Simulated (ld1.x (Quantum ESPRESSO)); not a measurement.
**Cd (Z = 48): excitation energies, all-electron against ultrasoft**

ld1.x (Quantum ESPRESSO) 7.5 input, shortened:

```
&input
   title='Cd', zed=48., rel=1, dft='PBESOL', iswitch=3,
   config='[Kr] 4d10 5s2 5p0'
 /
 &inputp
   pseudotype=3, tm=.true., lloc=-1, rcloc=2.98,
   nlcc=.false.,
   which_augfun='PSQ', rmatch_augfun=1.22
 /
6
5S  1  0   2.00   0.00  1.70  2.08  0.0
5S  1  0   0.00   2.05  1.70  2.08  0.0
5P  2  1   0.00   0.00  2.80  3.18  0.0
5P  2  1   0.00   4.65  2.80  3.18  0.0
4D  3  2  10.00   0.00  1.30  1.38  0.0
4D  3  2   0.00   1.60  1.30  1.38  0.0
 &test
   configts(1)='4d10 5s2 5p0'
 /
```

Energies are relative to the spin-unpolarised reference configuration 4d10 5s2 5p0; without spin polarisation the order of configurations can differ from experiment.

(1) Give the all-electron excitation energy and the error of the potential for: 4d10 5s1 5p0; 4d10 5s0 5p0; 4d9 5s0 5p0; 4d10 5s0 5p2; 4d10 5s1.5 5p0; 4d9 5s2 5p1; 4d10 5s1 5p1.

Levels in the configuration 4d10 5s1 5p1:

```
level  all-electron (eV)  pseudo (eV)
   4d            -13.652      -13.651
   5s             -6.967       -6.962
   5p             -2.073       -2.072
```

Answers

(1)

```tsv
valence configuration	charge	ΔE all-electron (eV)	error AE − PS (meV)
4d10 5s1 5p0	+1	9.308	+1.9
4d10 5s0 5p0	+2	26.404	+31
4d9 5s0 5p0	+3	64.402	-29
4d10 5s0 5p2	0	9.766	+8.5
4d10 5s1.5 5p0	+0.5	3.731	-0.2
4d9 5s2 5p1	0	12.646	-7.3
4d10 5s1 5p1	0	4.729	+1.3
```
